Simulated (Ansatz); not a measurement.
Cartesian coordinates in Å:
```
C 0.979 0.118 1.304
O -0.190 -0.269 0.637
C -0.185 0.111 -0.728
Zn -1.879 -0.502 -1.510
H 0.897 -0.209 2.342
H 1.869 -0.342 0.852
H 1.109 1.210 1.281
H 0.682 -0.332 -1.245
H -0.069 1.203 -0.821
H -3.214 -0.988 -2.112
```

Total charge 0; spin multiplicity 1.

Question: List the r2SCAN/def2-TZVPP orbital energies in eV (the Gaussian-basis code of Ansatz). (An estimate is asked.)

Answer: The calculation gave: Occupied: -9434.93, -1144.34, -1006.95, -1006.94, -1006.87, -515.75, -273.97, -273.74, -130.21, -86.02, -86.01, -85.82, -27.05, -18.32, -16.07, -12.40, -12.27, -12.05, -11.83, -11.83, -11.49, -11.46, -11.12, -9.60, -8.48, -7.90, -6.30, -6.04. Lowest empty: -0.84, -0.64, 0.17, 1.77, 2.65, 2.96, 3.06, 3.44.
